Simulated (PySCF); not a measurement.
FH₉O₂Si₄.
Z-matrix (Å and degrees, GFN2-xTB geometry), rows numbered from 1:
```
O 
Si  1  1.6322
Si  2  2.2929  1   99.61
F   3  1.6347  2  105.16  1   111.23
Si  3  2.3160  2  127.46  1   -14.07
O   3  1.6309  2  108.14  1  -140.59
Si  6  1.6164  3  157.61  2   -47.56
H   1  0.9530  2  122.29  3   179.86
H   2  1.4748  1  109.16  3  -122.68
H   2  1.4740  1  109.14  3   124.22
H   5  1.4709  3  115.23  2   159.02
H   5  1.4704  3  112.86  2   -79.41
H   5  1.4691  3  110.17  2    39.32
H   7  1.4601  6  104.45  3  -155.10
H   7  1.4633  6  106.09  3    85.56
H   7  1.4607  6  109.14  3   -34.48
```

Theory: TDDFT B3LYP/def2-SVPD, vertical, gas phase, core orbitals frozen in the response (PySCF). GFN2-xTB frequencies show an imaginary mode (24i cm⁻¹), so this geometry is no minimum at that level.

| state | λ (nm) | E (eV) | f | main configurations (H = HOMO, L = LUMO) |
| --- | --- | --- | --- | --- |
| S1 | 239.7 | 5.17 | 0.125 | H→L (98%) |
| S2 | 220.2 | 5.63 | 0.0006 | H→L+1 (99%) |
| S3 | 205.3 | 6.04 | 0.0006 | H-1→L (98%) |
| S4 | 191.8 | 6.46 | 0.0066 | H-2→L (97%) |
| S5 | 187.0 | 6.63 | 0.032 | H→L+2 (93%) |
| S6 | 180.9 | 6.85 | 0.0022 | H-3→L (79%) |
| S7 | 180.2 | 6.88 | 0.0007 | H-1→L+1 (84%), H→L+3 (8%) |
| S8 | 177.0 | 7.01 | 0.104 | H→L+3 (34%), H-2→L+1 (30%), H-4→L (18%) |

Triplets, Tamm–Dancoff:

```tsv
state	E (eV)	λ (nm)	main configurations (H = HOMO, L = LUMO)
T1	4.52	274.6	H→L (96%)
T2	5.10	243.0	H→L+1 (96%)
T3	5.76	215.3	H-1→L (96%)
```

The lowest singlet lies at 5.17 eV (240 nm, ultraviolet) and is of moderate strength; its leading configuration is HOMO→LUMO (98%). The lowest level is also the most intense of those listed (f = 0.125). Löwdin shares by element: HOMO silicon 54% or more, oxygen 16% or more (atoms not listed hold the other 30%); LUMO silicon 62% or more, oxygen 7% or more (atoms not listed hold the other 31%). Of the 8 states listed, 3 reach f = 0.01 and none stays under 0.0005. The listed states span 1.83 eV, and the widest gap between neighbours is 0.46 eV (S1 to S2). Orbital energies (eV): HOMO-3 -9.19, HOMO-2 -8.83, HOMO-1 -8.61, HOMO -7.54, LUMO -1.54, LUMO+1 -0.91, LUMO+2 -0.11. No computed singlet lies in the visible range (380 to 750 nm); the lowest, at 240 nm, stands 1.91 eV above its violet end (3.26 eV). Only the lowest 8 singlets were computed, as vertical energies without vibronic structure.

One conformer stands for the species.
